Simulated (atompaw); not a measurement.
**copper: PAW (atompaw) pseudisation with PBE, scalar-relativistic reference atom.**

atompaw 4.2.0.5 input, output lines left out:

```
Cu 29
GGA-PBE scalarrelativistic loggrid 1500 logderivrange -7 5 301
4 4 3 0 0 0
4 0 0
4 1 1
0 0 0
c
c
c
v
c
v
v
v
2
2.10 1.60 1.35 1.10
y
0.4
n
n
y
-0.05
n
custom rrkj gramschmidtortho sinc
3 -0.5 troulliermartins
2.10
2.10
0.90
2.10
1.65
1.65
```

What the tests gave:

* Cutoffs needed: 100 Ry and 180 Ry (the cutoffs (Ry, on a coarse ladder) from which the occupation-weighted sum of valence levels, in a spherical-Bessel basis at the reference potential, stays within 10 and 1 mRy of its value at 400 Ry)
* Ghost test: ghost state, extra bound levels that the all-electron valence spectrum of the same l lacks: s at -96.6 eV; a true bound ghost makes a file unfit for plane-wave use (spherical-Bessel basis up to 400 Ry, 20 bohr box)
* Lowest eigenvalue of the overlap operator: 0.23 (s channel)
* Overlap eigenvalues printed by atompaw (projector basis): 0.117, 0.44, 2.42, 3.72, 9.32, 2.57e+03
* Share of each valence orbital outside the PAW sphere: 4s 70 %, 3p 0 %, 4p 92 %, 3d 7 %

Generation and tests took about 3.8 s on one core of a shared server CPU.
